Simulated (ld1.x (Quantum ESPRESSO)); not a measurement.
Sc: excitation energies, all-electron against TM semilocal

| Quantity | Value |
| --- | --- |
| Element | Sc (Z = 21) |
| Generator | ld1.x (Quantum ESPRESSO) 7.5 |
| Type | norm-conserving Troullier–Martins (semilocal form) |
| Functional | PBEsol |
| Relativity | scalar-relativistic |
| Frozen core | [Ar] |
| Valence charge | 3 |
| Reference configuration | 3d1 4s1.5 4p0.5 |
| Partial waves | 4s (bound): rc 3.00 bohr; 4p (bound): rc 2.75 bohr; 3d (bound): rc 2.20 bohr |
| Local potential | the d channel |
| Core correction | none |

Energies are relative to the spin-unpolarised reference configuration 3d1 4s1.5 4p0.5; without spin polarisation the order of configurations can differ from experiment. The frozen-core shift is the all-electron ΔE with the core orbitals held at their reference shape minus the fully relaxed ΔE.

| valence configuration | charge | ΔE all-electron (eV) | error AE − PS (meV) | frozen-core shift (meV) |
| --- | --- | --- | --- | --- |
| 3d1 4s1 4p0 | +1 | 5.521 | -8.1 | +1.4 |
| 3d1 4s0 4p0 | +2 | 18.172 | +114 | +24 |
| 3d1 4s0 4p1 | +1 | 8.943 | +31 | +7.1 |
| 3d2 4s1 4p0 | 0 | 0.282 | +18 | +100 |
| 3d2 4s0 4p0 | +1 | 6.155 | +48 | +160 |
| 3d0 4s2 4p1 | 0 | 2.106 | +470 | +360 |

Problem. What are ΔE and the potential's error for 3d1 4s2 4p0?

Solution. ΔE = -1.382 eV all-electron; the error (AE − PS) is +1.1 meV.

Levels in the configuration 3d1 4s1 4p0:

```
level  all-electron (eV)  pseudo (eV)
   3d             -9.979       -9.982
   4s             -9.721       -9.734
```

ld1.x printed “convergence not achieved” for 4 of the counted tests; their residual had stalled under 1e-8, short of the target of 1e-14.
